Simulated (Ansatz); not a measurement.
```xyz
8

N    -0.8464   -1.5768   -0.2721
Ge   -0.1656   -0.5509    1.0595
C     0.5905    2.3345   -0.0753
N     1.3442    1.7687   -0.7298
H    -1.8131   -1.5217   -0.5487
H    -0.3117   -2.1975   -0.8577
H     1.3079   -1.1329    0.8958
H    -0.1057    2.8765    0.5284
```

The species carries charge 0 and has multiplicity 1. The bonds changed during the relaxation, so this is another structure than the one it started from.

Task: List the PBE/def2-TZVPP orbital energies in eV (Ansatz 0.2.0). (Best estimate.)

Result: Ansatz gave: Occupied: -10803.97, -1337.28, -1190.76, -1190.68, -1190.65, -381.16, -380.42, -270.43, -161.82, -113.43, -113.22, -113.11, -29.22, -29.13, -29.04, -28.99, -28.89, -23.15, -20.93, -15.09, -12.70, -12.13, -9.31, -9.15, -9.12, -8.25, -6.63, -5.42. Lowest empty: -2.21, -0.98, -0.88, -0.21, 0.60, 1.43, 1.89, 2.15.
